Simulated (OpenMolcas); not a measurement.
## Xe³⁺: CASPT2 settings compared

- Program: OpenMolcas 26.06
- Basis: ANO-R1 [6s5p3d1f]
- Scalar Hamiltonian: X2C, finite nucleus
- Active space: 3 electrons in 3 orbitals (5p)
- State averaging: 2S+1 = 4 odd, 1 root; 2S+1 = 2 odd, 8 roots
- Spin-orbit coupling: state interaction with AMFI integrals over the reference wave functions, term energies averaged over their components

Methods on the same reference wave functions:
A. CASSCF
B. SS-CASPT2, IPEA 0 Eh, imaginary shift 0.15 Eh (closed shells correlated: 4d 5s)
C. SS-CASPT2, IPEA 0.75 Eh, real shift 0.15 Eh (closed shells correlated: 5s)
D. SS-CASPT2, IPEA 0.75 Eh, real shift 0.3 Eh (closed shells correlated: 4s 4p 4d 5s)

Energies in eV above 5s² 5p³ ⁴S°_3/2, the measured ground level; measured values from Saloman, J. Phys. Chem. Ref. Data 33, 765 (2004).

```tsv
Level	A	B	C	D	Measured
5s² 5p³ ⁴S°_3/2	0.0000	0.0000	0.0000	0.0000	0.0000
5s² 5p³ ²D°_3/2	2.1272	1.998	1.920	1.910	1.6449
5s² 5p³ ²D°_5/2	2.6437	2.530	2.446	2.437	2.1711
5s² 5p³ ²P°_1/2	4.1939	3.927	3.838	3.819	3.4761
5s² 5p³ ²P°_3/2	5.0171	4.792	4.709	4.693	4.4200
```

Deviations, from unrounded energies. A percentage is the sum of absolute deviations over the sum of measured energies, with the sign that they share, or ± where signs differ.

```tsv
Against measurement	Levels	A	B	C	D
mean absolute deviation (cm-1)	4	4600	3100	2400	2300
other terms of the ground configuration (%)	4	+19.4	+13.1	+10.3	+9.8
```

C, D lie about equally close to measurement and A furthest from it. The largest miss of D in the table is 5s² 5p³ ²P°_1/2, by +2800 cm-1. The ranking rests on the paired levels alone, and a cruder setting can come out closer through cancelling errors.

Among B to D the level of the table that moves most is 5s² 5p³ ²P°_1/2, by 870 cm-1 (lowest in D, highest in B). Moves below CASPT2's spread within the term are not significant.

The two smallest mean deviations differ by little beside CASPT2's spread within terms, so their order carries little weight.

From A to B the spin-free energies of the other terms of 5s² 5p³ shown, above ⁴S°, scale by factors of 0.92 to 0.94.

The lowest spin-free term lies below A's lowest term by 0.415 hartree in B, 0.040 hartree in C, 0.442 hartree in D.

CASPT2 breaks the degeneracy within a term, and the mean is taken; among the terms shown or strongly mixed into the levels shown the widest spread is 280 cm-1 (5s² 5p³ ²D°, D). With the s shell closed, the reference lacks s² → p² mixing. The basis is small and was not contracted for so high a charge. Some terms miss by over 15 % even with CASPT2, which points to a basis or an active space too small for the shells correlated (holds for B; C; D). Measured partners are found by configuration, term and J. A level has none where our copy of the source lacks it or the pairing is in doubt (some pairs that miss far off the trend of their configuration count as doubtful), and it then counts in no deviation. Levels of configurations outside the active space are missing.

° marks odd parity.
